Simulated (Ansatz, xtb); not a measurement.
**Relaxing a trial structure of BCuF2Si**

The starting geometry of this gas-phase singlet has its atoms placed at random.

```yaml
atoms:
  - { symbol: B, position_ang: [1.0675, -0.0261, -1.1828] }
  - { symbol: Cu, position_ang: [0.3348, -0.3306, 0.9143] }
  - { symbol: F, position_ang: [-0.4368, -0.3059, -1.3434] }
  - { symbol: F, position_ang: [-0.9969, -1.4354, 0.8877] }
  - { symbol: Si, position_ang: [-0.0673, 1.2294, -0.6492] }
```

Problem. One run relaxed it with r2SCAN-D4/def2-SVP. What is a likely outcome?

Solution. It ends as a structure given below by its coordinates. Distances that change by over a tenth: B1–F3 (1.54 → 1.30 Å). Contacts that open: F3–Si5 (1.72 → 3.22 Å).

The energy falls by 4.62 eV over 15 steps:

```tsv
step	E − E(last) (eV)
1	4.615
3	3.120
4	2.817
6	1.687
7	1.034
9	0.103
10	0.011
12	0.001
13	0.000
15	0.000
```

Final geometry (Å):

```xyz
5

B     0.2162    0.1377   -1.2803
Cu   -0.3832   -0.3038    0.6244
F     0.0271   -0.6338   -2.3032
F    -0.4873   -1.7061    1.6606
Si    0.5285    1.6375   -0.0749
```

From the same start GFN2-xTB ends elsewhere, differing in Cu2–Si5 (3.46 against 2.26 Å here).

From so rough a start the end depends on the optimiser's path, so another program may land elsewhere. The end wasn't checked by frequencies. Run with Ansatz 0.2.0, 35 s on 1 thread of Intel(R) Xeon(R) 6975P-C (Granite Rapids) (shared host).
